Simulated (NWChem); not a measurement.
The numbers come from NWChem runs, not from measurements. System: phosphoric acid (H₃O₄P), charge 0, spin multiplicity 1, at a geometry optimised with PBE/def2-SVP. Level: G0W0@CAM-B3LYP/def2-TZVP, RI basis def2-tzvp-rifit.

The NWChem input:

```
start mol
memory heap 200 mb stack 700 mb global 1700 mb
geometry units angstroms nocenter noautoz noautosym
  O      0.487132     0.086729     1.495609
  P      0.095346    -0.002506    -0.082036
  O      1.228040    -0.032234    -1.056598
  O     -0.911286    -1.281982    -0.087995
  O     -0.957722     1.231505    -0.218691
  H      1.278316     0.650631     1.600741
  H     -0.399210    -2.095207    -0.265316
  H     -1.078603     1.450029    -1.163485
end
basis spherical
  * library def2-tzvp
end
basis "ri basis" bse spherical
  * library def2-tzvp-rifit
end
dft
  xc xcamb88 1.00 lyp 0.81 vwn_5 0.19 hfexch 1.00
  cam 0.33 cam_alpha 0.19 cam_beta 0.46
  direct
  iterations 100
  tolerances tight
end
task dft energy
gw
  method cdgw
  states alpha occ 4 vir 2
end
task dft gw
```

NWChem printed:

```
             Northwest Computational Chemistry Package (NWChem) 7.3.0
             --------------------------------------------------------

                                NWChem Input Module
                                -------------------

 Scaling coordinates for geometry "geometry" by  1.889725989
 (inverse scale =  0.529177249)

                             Geometry "geometry" -> ""
                             -------------------------

 Output coordinates in angstroms (scale by  1.889725989 to convert to a.u.)

  No.       Tag          Charge          X              Y              Z
 ---- ---------------- ---------- -------------- -------------- --------------
    1 O                    8.0000     0.48713200     0.08672900     1.49560900
    2 P                   15.0000     0.09534600    -0.00250600    -0.08203600
    3 O                    8.0000     1.22804000    -0.03223400    -1.05659800
    4 O                    8.0000    -0.91128600    -1.28198200    -0.08799500
    5 O                    8.0000    -0.95772200     1.23150500    -0.21869100
    6 H                    1.0000     1.27831600     0.65063100     1.60074100
    7 H                    1.0000    -0.39921000    -2.09520700    -0.26531600
    8 H                    1.0000    -1.07860300     1.45002900    -1.16348500

 Effective nuclear repulsion energy (a.u.)     275.2281933804

            Nuclear Dipole moment (a.u.)
            ----------------------------
        X                 Y               Z
 ---------------- ---------------- ----------------
     0.0000094486     0.0000132281    -0.0000000000


 Summary of "ao basis" -> "" (spherical)
 ------------------------------------------------------------------------------
       Tag                 Description            Shells   Functions and Types
 ---------------- ------------------------------  ------  ---------------------
 *                         def2-tzvp                  on all atoms

 new library libraries.bse/

 Summary of "ri basis" -> "" (spherical)
 ------------------------------------------------------------------------------
[...]
           4.556541271109          -0.114507188157         417.043318869759

     Multipole analysis of the density
     ---------------------------------

     L   x y z        total         alpha         beta         nuclear
     -   - - -        -----         -----         ----         -------
     0   0 0 0     -0.000000    -25.000000    -25.000000     50.000000

     1   1 0 0     -0.065419     -0.032714     -0.032714      0.000009
     1   0 1 0      0.001872      0.000930      0.000930      0.000013
     1   0 0 1      0.056497      0.028249      0.028249     -0.000000

     2   2 0 0    -28.415557    -69.626474    -69.626474    110.837391
     2   1 1 0      0.179107      0.031768      0.031768      0.115571
     2   1 0 1      5.861139      1.046893      1.046893      3.767353
     2   0 2 0    -21.605426    -68.412976    -68.412976    115.220527
     2   0 1 1     -0.154165     -0.026124     -0.026124     -0.101917
     2   0 0 2    -26.644791    -69.312981    -69.312981    111.981171

 Task  times  cpu:      587.1s     wall:      587.1s

                                NWChem Input Module
                                -------------------

                                 NWChem GW Module
                                 ----------------

                             ***********************
                             ***        GW       ***
                             ***********************

 Summary of "ri basis" -> "ri basis" (spherical)
 ------------------------------------------------------------------------------
       Tag                 Description            Shells   Functions and Types
 ---------------- ------------------------------  ------  ---------------------
 O                      def2-tzvp-rifit             22       76   8s6p4d3f1g
 P                      def2-tzvp-rifit             29      113   9s7p6d5f2g
 H                      def2-tzvp-rifit              7       15   4s2p1d

  int_init: cando_txs set to always be  F
  int_init: cando_txs set to always be  F

                 Memory Information
                 ------------------
          Available GA per process is          1699.8 MBs
          Available stack per process is        700.0 MBs
          Available heap per process is           0.0 MBs

          Peak memory in Initialization
              Peak GA per process is                 18.9 MBs
              Peak stack per process is               0.4 MBs
              Peak heap per process is               19.6 MBs
              Memory not in MA per process            0.0 MBs

          Peak memory in CDGW Calculation
              Peak GA per process is                 22.4 MBs
              Peak stack per process is               3.3 MBs
              Peak heap per process is                3.8 MBs
              Memory not in MA per process            0.0 MBs

          Computing 2-center integrals
          Computing Inverse Cholesky factor
          Computing 3-center integrals
          Computing Vxc

          Computing Sigma_x
          Computing W(iw) on the imaginary grid
          Solving quasiparticle equations

                  Alpha Orbitals
          State     Energy (eV)     Error (eV)
          -----------------------------------
@GW        22        -13.653           0.003
@GW        23        -12.866           0.003
@GW        24        -11.520           0.002
@GW        25        -11.520           0.003
@GW        26          2.068           0.002
@GW        27          3.273           0.003

     GW Timing Statistics
   ------------------------
   Init.   :          0.2s
     ERIs  :          6.3s
     Distr.:          0.1s
     Vxc   :         40.5s
   Vmo     :          0.0s
   iW      :         10.7s
   I_n     :          0.0s
   R_n     :          1.7s
   GW total:         59.6s

 Task  times  cpu:       59.6s     wall:       59.6s

 Total times  cpu:      646.7s     wall:      646.7s
```
